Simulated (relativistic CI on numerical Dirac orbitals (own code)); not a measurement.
Ligand-field terms of d3

Computed with a parametric ligand-field model of a d^n configuration (Racah B and C, spin-orbit zeta, crystal field), exact diagonalisation.

Field parameters in Wybourne normalisation: D3d B²₀ = −7Dσ, B⁴₀ = −14Dq − 21Dτ, B⁴₃ = −14√(10/7) Dq; D4h B²₀ = −7Ds, B⁴₀ = 21(Dq − Dt), B⁴₄ = 21√(5/14) Dq; Oh B⁴₀ = 21Dq, B⁴₄ = √(5/14) B⁴₀. The field is a parameter set, without covalency.

Task: A d3 ion in Oh symmetry has the ground term 4A2 and bands at 2E 12063 cm⁻¹ (829 nm), 2T1 12356 cm⁻¹ (809 nm), 2T2 19511 cm⁻¹ (513 nm), 4T2 39650 cm⁻¹ (252 nm), 4T1 45722 cm⁻¹ (219 nm), 4T1 81178 cm⁻¹ (123 nm). Which parameters reproduce them?

Result: B = 530, C = 2580, ζ = 0 cm⁻¹, Oh, 10Dq = 39650 cm⁻¹.

Task: A d3 ion in Oh symmetry has the ground term 4A2 and bands at 4T2 4700 cm⁻¹ (2128 nm), 4T1 8147 cm⁻¹ (1227 nm), 2E 19638 cm⁻¹ (509 nm), 4T1 19753 cm⁻¹ (506 nm), 2T1 20250 cm⁻¹ (494 nm), 2A1 22300 cm⁻¹ (448 nm). Which parameters reproduce them?

Result: B = 920, C = 4640, ζ = 0 cm⁻¹, Oh, 10Dq = 4700 cm⁻¹.

Task: Ground term and bands for B = 860, C = 4160, ζ = 0 cm⁻¹, D4h, 10Dq = 12650, Ds = 3000, Dt = -60 cm⁻¹?

Result: Ground term 4B1 with 0.00 electrons in the two orbitals of the cubic e set. Spin-allowed: 4A2 10187 cm⁻¹ (982 nm), 4E 11558 cm⁻¹ (865 nm), 4B2 12650 cm⁻¹ (791 nm), 4E 22649 cm⁻¹ (442 nm). Lowest spin-forbidden: 2E 14020 cm⁻¹ (713 nm), 2A1 17841 cm⁻¹ (560 nm), 2B1 18653 cm⁻¹ (536 nm).

Task: Ground term and bands for B = 400, C = 2050, ζ = 0 cm⁻¹, Oh, 10Dq = 27250 cm⁻¹?

Result: Ground term 4A2 with 0.00 electrons in the two orbitals of the cubic e set. Spin-allowed: 4T2 27250 cm⁻¹ (367 nm), 4T1 31809 cm⁻¹ (314 nm), 4T1 55941 cm⁻¹ (179 nm). Lowest spin-forbidden: 2E 9392 cm⁻¹ (1065 nm), 2T1 9624 cm⁻¹ (1039 nm), 2T2 15106 cm⁻¹ (662 nm). With an A2 ground term the first spin-allowed band lies at |10Dq| itself.

Task: Ground term and bands for B = 300, C = 1360, ζ = 0 cm⁻¹, D3d, 10Dq = 36750, Dσ = -1200, Dτ = -10 cm⁻¹?

Result: Ground term 4A2 with 0.00 electrons in the two orbitals of the cubic e set. Spin-allowed: 4E 35447 cm⁻¹ (282 nm), 4A1 38068 cm⁻¹ (263 nm), 4E 40572 cm⁻¹ (246 nm), 4A2 41317 cm⁻¹ (242 nm). Lowest spin-forbidden: 2E 4753 cm⁻¹ (2104 nm), 2E 6579 cm⁻¹ (1520 nm), 2A2 6828 cm⁻¹ (1465 nm).
